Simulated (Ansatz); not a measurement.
`[NH2][SnH2][OH]` + `CN[BH][GeH3]` → `C[NH][SnH2][OH]` + `N[BH][GeH3]`  (redistribution)

Program: Ansatz. Geometries: PBE0-D4/def2-TZVP. ΔE: electronic, gas phase. CBS: MP2 limit from def2 TZ/QZ plus the TZ coupled-cluster correction, frozen cores. DFT in def2-TZVPP. Elements past krypton have def2 core potentials. For Ge, Sn outer-core shells are correlated without core-valence functions, which leaves a few kJ/mol of doubt a bond. Scalar relativity is left out up to krypton. One conformer a species, not always the lowest.

| species | PBE0-D4 energy (Eh) |
| --- | --- |
| `[NH2][SnH2][OH]` | -347.21100 |
| `CN[BH][GeH3]` | -2199.17957 |
| `C[NH][SnH2][OH]` | -386.47836 |
| `N[BH][GeH3]` | -2159.90967 |

(1) Work out ΔE.

Largest T1 diagnostic among the species: 0.013.

## Answers

(1) ΔE = (-386.47836) + (-2159.90967) − (-347.21100) − (-2199.17957) = 0.00254 Eh = +1.6 kcal/mol. CCSD(T)/CBS gives +1.6 kcal/mol.
